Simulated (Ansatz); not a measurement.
C2H3BO (`B1C=CO1`). Total charge 0; spin multiplicity 1.

Cartesian coordinates in Å:
```
B -0.902 -0.412 0.079
C -0.092 0.808 -0.370
C 0.785 0.091 0.358
O 0.005 -0.774 1.125
H -1.743 -1.131 -0.359
H 0.082 1.479 -1.193
H 1.863 -0.061 0.360
```

Q: List the harmonic frequencies (cm⁻¹, unscaled) at PBE0-D4/def2-TZVP in Ansatz. (Best estimate.)

A: Ansatz gave: 258, 743, 775, 838, 888, 895, 987, 1001, 1140, 1178, 1302, 1553, 2690, 3167, 3296.

Q: Is this a minimum?

A: Yes, all 15 modes are real.

Q: Give the ideal-gas thermochemistry at 298.15 K and 1 bar (rigid rotor, harmonic oscillator; point group C1, symmetry number 1).

A: Zero-point energy 123.9 kJ/mol; H(298) − E = 136.3 kJ/mol; entropy 265.6 J/(mol·K), of which translation 158.6, rotation 94.7, vibration 12.4; G(298) − E = 57.1 kJ/mol.

Q: And at 400, 500, 600, 800 and 1000 K?

A: 
| T (K) | H − E (kJ/mol) | S (J/mol/K) | G − E (kJ/mol) |
| --- | --- | --- | --- |
| 400 | 143.2 | 285.4 | 29.1 |
| 500 | 151.5 | 303.7 | -0.4 |
| 600 | 160.9 | 320.8 | -31.6 |
| 800 | 182.2 | 351.5 | -98.9 |
| 1000 | 206.1 | 378.0 | -171.9 |
